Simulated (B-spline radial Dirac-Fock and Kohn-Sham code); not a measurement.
Cl 2p3/2: cross section and angular parameters

System: the Cl atom in the configuration [Ne] 3s2 3p5; threshold 200.0 eV (tabulated edge). Level of theory: Dirac-Hartree-Slater photoionisation with a Latter tail; cross sections with all multipoles, angular parameters from the dipole term and its interference with E2; a radial atomic solver.

The run's input, task.json:

```json
{"items": [{
  "Z": 17,
  "q": 0,
  "cfg": [[1, 0, 2], [2, 0, 2], [2, 1, 6], [3, 0, 2], [3, 1, 5]],
  "A": 35,
  "rrms": 3.3654,
  "do": "xps",
  "hv": [56.1, 59.7, 65.7, 66.8, 80, 88.2, 108.0, 115.0, 150, 216.0, 222.0, 244.0, 299.0, 600, 918.0, 1260.0, 1370.0, 1840.0, 1890.0, 2100.0, 2560.0, 4000, 4040.0, 4940.0, 5414.7, 5640.0, 7420.0, 8047.8, 9251.7, 15000],
  "edges": {"K": 2822.0, "L1": 270.0, "L2": 202.0, "L3": 200.0}
}]}
```

Command: `python xray2_run.py task.json out`

For linearly polarised light dσ/dΩ = σ/(4π) [1 + β P₂(cos θ) + (δ + γ cos²θ) sin θ cos φ], with θ from the polarisation vector and φ the angle between the beam and the projection of the electron momentum on the plane normal to the polarisation.

```csv
hν (eV),σ (kb),β,γ,δ
216,2700,0.597,-0.042,0.008
222,2400,0.686,-0.047,0.008
244,2070,0.964,-0.044,0.010
299,1450,1.290,-0.004,0.012
600,276,1.475,0.220,0.020
918,85.3,1.391,0.382,0.029
1260,33.7,1.283,0.503,0.040
1370,26.1,1.249,0.534,0.044
1840,10.5,1.121,0.641,0.061
1890,9.62,1.109,0.650,0.063
2100,6.87,1.059,0.687,0.070
2560,3.60,0.964,0.753,0.087
4000,0.800,0.748,0.888,0.136
4040,?,?,?,?
4940,0.383,0.651,0.945,0.166
5414.7,0.277,0.610,0.969,0.180
5640,0.240,0.592,0.979,0.187
7420,0.0893,0.479,1.047,0.236
8047.8,0.0664,0.447,1.067,0.252
9251.7,0.0397,0.396,1.101,0.281
15000,0.00646,0.238,1.222,0.399
```

Question: Give the values at 4040 eV.

Answer: σ = 0.773 kb, β = 0.744, γ = 0.891, δ = 0.138.

Values without a named source are computed, but for edge energies of neutral atoms, which are taken from tables.
